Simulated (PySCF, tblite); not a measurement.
Isomers of C4H13NOSi3. Computed values, GFN2-xTB/tblite, gas phase, harmonic and unscaled. Errors from tens to a few hundred cm⁻¹ against measured bands are possible. Modes of hydrogen on silicon can be 10 to 20 % off. One conformer each.

Electronic energies: PBE0/pcSseg-1 single points on the GFN2-xTB geometries (PySCF, gas phase).

```tsv
SMILES	electronic energy, lowest = 0 (kJ/mol)
C=C(C=O)[Si@](N)([SiH3])[SiH2]C	58.5
C#C[Si@@H](N)[Si@](C)(O)[SiH2]C	0.0
C=C(C=O)[Si@@H](N[SiH3])[SiH2]C	29.9
NC(=O)[Si@@H]1C[C@H](C[SiH3])[SiH2]1	87.6
O=C([SiH2]N([SiH3])[SiH3])C1CC1	51.0
```

Task: How do GFN2-xTB zero-point energies change the relative energies?

Result: 
```
                              SMILES  ZPE (kJ/mol)  of it from modes above 1550 cm⁻¹  electronic (kJ/mol)  with ZPE, lowest = 0 (kJ/mol)  lowest mode (cm⁻¹)  rings
     C#C[Si@@H](N)[Si@](C)(O)[SiH2]C         411.3                             244.3                  0.0                            0.0                  10      0
     C=C(C=O)[Si@@H](N[SiH3])[SiH2]C         396.4                             227.6                 29.9                           14.9                  22      0
     O=C([SiH2]N([SiH3])[SiH3])C1CC1         398.3                             209.0                 51.0                           38.0                  23      1
     C=C(C=O)[Si@](N)([SiH3])[SiH2]C         401.0                             235.0                 58.5                           48.2                  24      0
NC(=O)[Si@@H]1C[C@H](C[SiH3])[SiH2]1         406.7                             219.9                 87.6                           82.9                  19      1
```

The zero-point energies span 14.9 kJ/mol, from `C=C(C=O)[Si@@H](N[SiH3])[SiH2]C` to `C#C[Si@@H](N)[Si@](C)(O)[SiH2]C`. The order is unchanged.

Task: And how do the electronic energies of GFN2-xTB itself compare?

Result: `C#C[Si@@H](N)[Si@](C)(O)[SiH2]C` 216.4; `C=C(C=O)[Si@@H](N[SiH3])[SiH2]C` 148.9; `O=C([SiH2]N([SiH3])[SiH3])C1CC1` 0.0; `C=C(C=O)[Si@](N)([SiH3])[SiH2]C` 266.2; `NC(=O)[Si@@H]1C[C@H](C[SiH3])[SiH2]1` 232.0 kJ/mol, lowest = 0. Against the energies above, taken from the same isomer `C#C[Si@@H](N)[Si@](C)(O)[SiH2]C`, the largest difference is 267.4 kJ/mol.
